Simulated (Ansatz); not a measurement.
Ansatz (an electronic-structure program) input (B3LYP/LANL2DZ): The .json file is the Basis Set Exchange's LANL2DZ.

Ansatz 0.2 input:
```yaml
crystal:
  periodic: [false, false, false]
  atoms:
    - {symbol: Se, position_ang: [-0.00124381, 0.05708994, 0.00093953]}
    - {symbol: H, position_ang: [-1.02995211, -0.99348070, -0.01282780]}
    - {symbol: H, position_ang: [1.07224155, -0.94757714, -0.01911605]}
basis:
  gaussian:
    orbitals: LANL2DZ.json
hamiltonian:
  xc: {name: B3LYP}
output: {forces: true}
```

Output:

```
Functional definition: B3LYP
integrals: 0.00 GiB planned
168 factors; integrals over basis functions are off by at most 3.9e-4 eV
mean field: 0.04 GiB planned
mean field evaluation 1: about -283.0268 eV, gradient 6.5e0 eV
mean field evaluation 2: about -283.0965 eV, gradient 5.3e0 eV
mean field evaluation 4: about -283.2130 eV, gradient 3.6e-2 eV
mean field evaluation 8: about -283.1964 eV, gradient 8.4e-5 eV
mean field -283.19635949 eV, -10.4072742538 hartree, gradient 4.2e-5 eV, S^2 0.000000; 0 other end points of the search recorded, 0 dependent functions left out
the calculation of the forces begins
reference -283.19650937 eV, -10.4072797620 hartree; 4, 4 occupied and 8, 8 virtual orbitals, 168 factors
Total energy: -283.19650937 eV, -10.4072797620 hartree
Atom 0 at    -0.001244     0.057090     0.000940 Å, force    -0.014983     0.687701     0.011317 eV/Å
Atom 1 at    -1.029952    -0.993481    -0.012828 Å, force    -0.446101    -0.353755    -0.004302 eV/Å
Atom 2 at     1.072242    -0.947577    -0.019116 Å, force     0.461084    -0.333946    -0.007016 eV/Å
Dipole moment:     0.005550    -0.254731    -0.004192 e Å
```

The geometry given is a B3LYP-D3(BJ)/def2-TZVP minimum.
